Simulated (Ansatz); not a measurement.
Steps of a relaxation of BH$_{5}$OSn (`[BH2][SnH2][OH]`) with RKS PBE0-D4/def2-TZVP.

```sh
$ ansatz run in.yaml --threads 2 --pin off --events-out ev --progress --plain --max-ram 4352MiB
```

```yaml
crystal:
  periodic: [false, false, false]
  atoms:
    - {symbol: B, position_ang: [-1.092286, 0.591915, -1.019648]}
    - {symbol: Sn, position_ang: [0.643475, 0.204696, 0.374631]}
    - {symbol: O, position_ang: [0.940510, -1.763948, 0.749265]}
    - {symbol: H, position_ang: [-1.839472, -0.299358, -1.371987]}
    - {symbol: H, position_ang: [-1.290221, 1.718983, -1.431768]}
    - {symbol: H, position_ang: [0.451266, 1.025932, 1.900798]}
    - {symbol: H, position_ang: [2.178420, 0.635406, -0.294014]}
    - {symbol: H, position_ang: [0.100608, -2.170826, 1.036825]}
basis:
  gaussian: {orbitals: def2-TZVP}
hamiltonian: {xc: pbe0, dispersion: d4}
relax: {f_tol: 0.005, max_steps: 150}
```

Positions (Å) and forces (eV/Å) along the path, 10 of 10 steps:

```xyz
8
step=1 energy=-8633.0520 eV
B    -1.092    0.592   -1.020   -0.281    0.000   -0.213
Sn    0.643    0.205    0.375    0.363   -0.403    0.180
O     0.941   -1.764    0.749   -0.930    0.513    0.101
H    -1.839   -0.299   -1.372    0.299    0.374    0.147
H    -1.290    1.719   -1.432    0.085   -0.462    0.174
H     0.451    1.026    1.901    0.023   -0.217   -0.280
H     2.178    0.635   -0.294   -0.270   -0.069    0.116
H     0.101   -2.171    1.037    0.712    0.263   -0.225
8
step=2 energy=-8633.0950 eV
B    -1.076    0.563   -1.004   -0.115    0.143   -0.136
Sn    0.664    0.228    0.363   -0.098   -0.310   -0.033
O     0.900   -1.706    0.738   -0.244   -0.070    0.049
H    -1.820   -0.313   -1.346    0.102    0.086    0.068
H    -1.270    1.676   -1.409   -0.038   -0.133    0.006
H     0.456    0.961    1.882   -0.023    0.160    0.183
H     2.167    0.646   -0.290    0.167    0.058   -0.063
H     0.070   -2.113    1.012    0.249    0.066   -0.074
8
step=3 energy=-8633.1041 eV
B    -1.075    0.583   -1.010   -0.046    0.005   -0.011
Sn    0.658    0.212    0.368   -0.006   -0.020   -0.034
O     0.902   -1.719    0.737   -0.070    0.034   -0.005
H    -1.809   -0.302   -1.331    0.004    0.003    0.000
H    -1.290    1.682   -1.429    0.021   -0.032    0.012
H     0.453    0.985    1.882   -0.007    0.027    0.057
H     2.170    0.640   -0.285    0.062    0.004   -0.011
H     0.083   -2.137    1.012    0.043   -0.021   -0.008
8
step=4 energy=-8633.1041 eV
B    -1.080    0.586   -1.010    0.038   -0.012    0.025
Sn    0.657    0.221    0.369   -0.072   -0.093   -0.002
O     0.898   -1.711    0.735    0.129    0.070   -0.053
H    -1.833   -0.292   -1.298   -0.023   -0.032   -0.003
H    -1.272    1.672   -1.463   -0.001    0.032   -0.008
H     0.448    0.991    1.887   -0.006    0.024    0.036
H     2.177    0.643   -0.272    0.040   -0.003   -0.010
H     0.098   -2.168    0.995   -0.105    0.015    0.016
8
step=5 energy=-8633.1053 eV
B    -1.080    0.580   -1.007    0.016    0.001   -0.012
Sn    0.658    0.219    0.370    0.004    0.004    0.003
O     0.900   -1.712    0.730   -0.003   -0.001    0.001
H    -1.825   -0.301   -1.311   -0.002   -0.002    0.011
H    -1.278    1.673   -1.447   -0.007    0.001    0.001
H     0.450    0.995    1.889    0.001   -0.006   -0.006
H     2.181    0.638   -0.274   -0.008    0.000    0.005
H     0.087   -2.149    0.994    0.000    0.004   -0.003
8
step=6 energy=-8633.1055 eV
B    -1.078    0.580   -1.006    0.001   -0.001    0.002
Sn    0.660    0.221    0.371    0.001    0.004   -0.001
O     0.899   -1.711    0.725   -0.001   -0.001    0.001
H    -1.832   -0.302   -1.288   -0.001    0.001    0.001
H    -1.272    1.666   -1.464   -0.002   -0.001   -0.002
H     0.449    0.991    1.891   -0.002   -0.001    0.000
H     2.183    0.645   -0.267    0.002   -0.003    0.002
H     0.084   -2.147    0.982    0.002    0.002   -0.003
8
step=7 energy=-8633.1056 eV
B    -1.078    0.580   -1.003    0.002   -0.008   -0.015
Sn    0.662    0.224    0.372   -0.004    0.002    0.001
O     0.899   -1.709    0.721    0.001   -0.003    0.001
H    -1.841   -0.301   -1.262    0.000    0.011    0.004
H    -1.263    1.657   -1.485   -0.003   -0.007    0.008
H     0.446    0.989    1.894   -0.001    0.003    0.005
H     2.187    0.649   -0.259    0.005   -0.001   -0.002
H     0.081   -2.147    0.966    0.001    0.002   -0.002
8
step=8 energy=-8633.1056 eV
B    -1.076    0.578   -1.005   -0.018    0.007    0.013
Sn    0.663    0.226    0.372    0.005   -0.001   -0.006
O     0.900   -1.708    0.721   -0.003   -0.008    0.004
H    -1.846   -0.300   -1.255    0.011    0.006   -0.004
H    -1.262    1.655   -1.487    0.005   -0.010   -0.002
H     0.443    0.990    1.894   -0.002    0.001   -0.004
H     2.191    0.648   -0.256   -0.001    0.001    0.001
H     0.081   -2.147    0.960    0.004    0.003   -0.002
8
step=9 energy=-8633.1056 eV
B    -1.077    0.578   -1.004    0.002    0.007    0.000
Sn    0.663    0.225    0.372    0.001    0.000    0.000
O     0.900   -1.708    0.725   -0.002    0.000    0.001
H    -1.845   -0.300   -1.257   -0.003   -0.003   -0.001
H    -1.262    1.655   -1.486    0.001   -0.005    0.003
H     0.444    0.993    1.893   -0.001    0.000   -0.001
H     2.190    0.648   -0.257   -0.001    0.000    0.000
H     0.080   -2.148    0.956    0.001    0.001   -0.001
8
step=10 energy=-8633.1056 eV
B    -1.077    0.578   -1.003    0.001    0.001    0.000
Sn    0.664    0.225    0.373   -0.001   -0.001    0.000
O     0.900   -1.708    0.728    0.000    0.000    0.000
H    -1.843   -0.302   -1.258   -0.001    0.000    0.000
H    -1.263    1.655   -1.483    0.000    0.000    0.000
H     0.445    0.995    1.893    0.000    0.000    0.000
H     2.190    0.647   -0.258    0.000    0.000    0.000
H     0.078   -2.148    0.953    0.000    0.000   -0.001
```

Run time 23 s (2 threads of an Arm Neoverse V2 on a shared host); peak host memory 0.27 GiB.
